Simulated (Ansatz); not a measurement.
Geometry optimisation, Ansatz, RKS BLYP/def2-SVP.

Input file:

```yaml
crystal:
  periodic: [false, false, false]
  atoms:
    - { symbol: S, position_ang: [-2.1446, 0.1468, 0.1532] }
    - { symbol: Si, position_ang: [-0.073, 0.4968, 0.1034] }
    - { symbol: Te, position_ang: [1.0558, -1.6789, 0.3849] }
    - { symbol: H, position_ang: [-2.0637, -0.6599, -0.973] }
    - { symbol: H, position_ang: [0.3201, 1.0816, -1.2037] }
    - { symbol: H, position_ang: [0.3139, 1.425, 1.1928] }
    - { symbol: H, position_ang: [2.6527, -0.8795, 0.2968] }
basis:
  gaussian: { orbitals: def2-SVP }
hamiltonian:
  xc: blyp
relax:
  f_tol: 0.02
  max_steps: 40
output:
  orbitals: {}
```

Run as:

```bash
$ ansatz run input.yaml --threads 1 --pin off --max-ram 2048MiB --backend cpu --events-out ev --progress --plain --runs-dir out
```

Q: Where does it end, and by what steps?

A: The forces met the threshold. The force dipped under the threshold on the way, but the program's further checks kept it going. After 13 steps the energy has fallen by 0.213 eV; H7 moved furthest, 0.60 Å.

```
step  energy less start (eV)  largest force component (eV/Å)  accepted
   0                  0.0000                           1.542       yes
   1                 -0.1202                           1.518       yes
   2                 -0.1922                           0.175       yes
   3                 -0.1958                           0.123       yes
   4                 -0.2057                           0.089       yes
   5                 -0.2104                           0.046       yes
   6                 -0.2115                           0.082       yes
   7                 -0.2056                           0.095        no
   8                 -0.2129                           0.010       yes
   9                 -0.2122                           0.126        no
  10                 -0.2131                           0.028       yes
  11                 -0.2132                           0.032       yes
  12                 -0.2133                           0.024       yes
  13                 -0.2133                           0.008       yes
```

```xyz
7
Properties=species:S:1:pos:R:3
S -2.184 0.170 0.012
Si -0.048 0.549 0.190
Te 1.245 -1.593 0.753
H -2.063 -0.750 -0.989
H 0.563 1.115 -1.058
H 0.024 1.562 1.290
H 2.524 -1.120 -0.243
```

Run time: 34 s on 1 thread of Arm Neoverse V2, on a shared host, peak memory 0.12 GiB.
